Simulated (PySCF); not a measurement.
## PtH5: one-bond stretch

Level of theory: UPBE0 in PySCF with Pt def2-TZVP with ECP60, H def2-TZVP; scalar-relativistic core potentials, no spin–orbit coupling; density-fitted integrals.

Rigid scan from the doublet minimum (H–H 0.827 Å, Pt–H 1.548 Å, Pt–H 1.590 Å (×2), Pt–H 1.818 Å (×2); H–H–Pt 76.9° (×2), H–Pt–H 26.3°, H–Pt–H 82.3° (×2), H–Pt–H 85.0° (×2), H–Pt–H 108.7° (×2), H–Pt–H 127.9°, H–Pt–H 166.7° (×2)). Coordinate: the bond from Pt to the last atom (H) scaled, the rest fixed. Energies in kJ/mol from the minimum.

```json
{"scale of one bond": "0.92", "E (kJ/mol)": "15.4", "dipole size (D)": "1.87", "⟨S²⟩": "0.75"}
{"scale of one bond": "0.96", "E (kJ/mol)": "3.4", "dipole size (D)": "1.87", "⟨S²⟩": "0.75"}
{"scale of one bond": "1.00", "E (kJ/mol)": "0.0", "dipole size (D)": "1.87", "⟨S²⟩": "0.75"}
{"scale of one bond": "1.05", "E (kJ/mol)": "4.2", "dipole size (D)": "1.89", "⟨S²⟩": "0.75"}
{"scale of one bond": "1.12", "E (kJ/mol)": "20.3", "dipole size (D)": "1.92", "⟨S²⟩": "0.75"}
{"scale of one bond": "1.20", "E (kJ/mol)": "46.3", "dipole size (D)": "1.97", "⟨S²⟩": "0.76"}
{"scale of one bond": "1.35", "E (kJ/mol)": "98.1", "dipole size (D)": "2.04", "⟨S²⟩": "0.77"}
{"scale of one bond": "1.55", "E (kJ/mol)": "147.0", "dipole size (D)": "–", "⟨S²⟩": "0.78"}
{"scale of one bond": "1.80", "E (kJ/mol)": "171.2", "dipole size (D)": "–", "⟨S²⟩": "0.76"}
{"scale of one bond": "2.20", "E (kJ/mol)": "179.0", "dipole size (D)": "–", "⟨S²⟩": "0.75"}
```

Other spin states or occupations of the open shell can lie lower. No spin–orbit coupling is included, which matters more the heavier the element.
